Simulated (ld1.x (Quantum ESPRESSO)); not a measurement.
technetium: one change to an RRKJ potential, before and after

```json
{"Element": "Tc (Z = 43)", "Generator": "ld1.x (Quantum ESPRESSO) 7.5", "Type": "norm-conserving RRKJ (Kleinman–Bylander form)", "Functional": "PBEsol", "Relativity": "scalar-relativistic", "Frozen core": "[Ar] 3d10", "Valence charge": "15", "Reference configuration": "4s2 4p6 4d5 5s1.5 5p0.5", "Partial waves": "4s (bound): rc 0.95 bohr; 4p (bound): rc 1.55 bohr; 4d (bound): rc 1.45 bohr", "Local potential": "all-electron potential smoothed inside 1.50 bohr (lloc = -1)", "Core correction": "none", "rho0": "0.005"}
```

Occupied shells without a wave of their own: 5p, 5s. They enter only through the test configuration that unscreens the potential.

Change: type TM; local potential the p channel; rho0 0.

Cutoffs: the cutoffs (Ry, on a coarse ladder) from which the occupation-weighted sum of valence levels, in a spherical-Bessel basis at the reference potential, stays within 10 and 1 mRy of its value at 400 Ry; they do not see the model core or the augmentation charge, which bear on the density cutoff. Errors are all-electron minus pseudo energies relative to the spin-unpolarised reference configuration.

Problem. How do hardness, ghosts and transferability respond?

Solution. The potential gets neither clearly harder nor softer (110 Ry and 180 Ry → 110 Ry and 200 Ry); the s channel sets the loose cutoff, while the largest relative change is in p, which becomes softer; of the 7 tests that both files solve, the error grows in 6 and shrinks in 1 by more than 15 % and 0.3 meV (median size 30.7 → 111.4 meV); the range in which the s phases agree narrows (upper end 3.1 → 2.0); the range in which the p phases agree narrows (upper end 4.4 → 2.4); neither file shows a bound ghost. Several settings change at once here, so the effects cannot be laid on one of them.

| quantity | base | changed |
| --- | --- | --- |
| cutoff, loose | 110 Ry | 110 Ry |
| cutoff, tight | 180 Ry | 200 Ry |
| loose cutoff by channel (10 mRy a level) | s 80 Ry, p 40 Ry, d 40 Ry | s 100 Ry, d 40 Ry, p 30 Ry |
| bound ghosts | none | none |
| largest miss of a reference level, eV | 0.03 | 0.11 |
| error for 4s2 4p6 4d5 5s2 5p0, meV [ΔE -1.88 eV] | -19 | +28 |
| error for 4s2 4p6 4d5 5s1 5p0, meV [ΔE 6.32 eV] | +14 | -111 |
| error for 4s2 4p6 4d5 5s0 5p0, meV [ΔE 21.16 eV] | +66 | -317 |
| error for 4s2 4p6 4d4 5s2 5p1, meV [ΔE 4.74 eV] | -15 | +114 |
| error for 4s2 4p6 4d4 5s2 5p0, meV [ΔE 9.78 eV] | -31 | +21 |
| error for 4s2 4p6 4d5 5s0 5p2, meV [ΔE 5.91 eV] | +67 | -79 |
| error for 4s2 4p6 4d5 5s0 5p1, meV [ΔE 10.95 eV] | +70 | -161 |
| s: phases at 1.70 bohr within 0.05 rad from the reference energy up to (Ry; the scan ends near 5) | 3.1 | 2.0 |
| p: phases at 1.70 bohr within 0.05 rad from the reference energy up to (Ry; the scan ends near 5) | 4.4 | 2.4 |
| d: phases at 1.70 bohr within 0.05 rad from the reference energy up to (Ry; the scan ends near 5) | to the end of the scan | to the end of the scan |

Changed file: The 5p, 5s levels have no wave, so the channel is fitted at the deeper level alone: the likely source of the large errors.
